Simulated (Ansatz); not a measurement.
One change: `[NH2][InH2]` becomes `[NH2][InH][Cl]`.

Ansatz, PBE0-D4/def2-TZVP geometries, multiplicity 1. Each molecule was computed in one conformer, which needn't be the lowest.

Elements past krypton have def2 core potentials.

```csv
property,`[NH2][InH2]`
size of the dipole moment (PBE/def2-TZVPP) / D,0.66
HOMO energy (PBE/def2-TZVPP) / eV,-5.67
HOMO energy (PBE0/def2-TZVPP) / eV,-6.94
size of the dipole moment (ωB97M-V/def2-TZVPP) / D,0.38
LUMO energy (PBE0/def2-TZVPP) / eV,-1.08
zero-point energy (PBE0-D4/def2-TZVP) / kJ/mol,95.6
```

Task: What does the change do to each property? (An estimate is asked.)

Result: Computed: 
| property | `[NH2][InH][Cl]` | shift |
| --- | --- | --- |
| size of the dipole moment (PBE/def2-TZVPP) / D | 3.03 | 2.37 |
| HOMO energy (PBE/def2-TZVPP) / eV | -6.16 | -0.49 |
| HOMO energy (PBE0/def2-TZVPP) / eV | -7.50 | -0.56 |
| size of the dipole moment (ωB97M-V/def2-TZVPP) / D | 3.10 | 2.72 |
| LUMO energy (PBE0/def2-TZVPP) / eV | -1.22 | -0.14 |
| zero-point energy (PBE0-D4/def2-TZVP) / kJ/mol | 84.2 | -11.4 |

With PBE0 the HOMO falls by 0.56 eV and the LUMO falls by 0.14 eV, so the gap widens by about 0.42 eV. PBE moves the HOMO by -0.49 eV and ωB97M-V by -0.55 eV. Dipoles are sizes alone; their direction can turn.
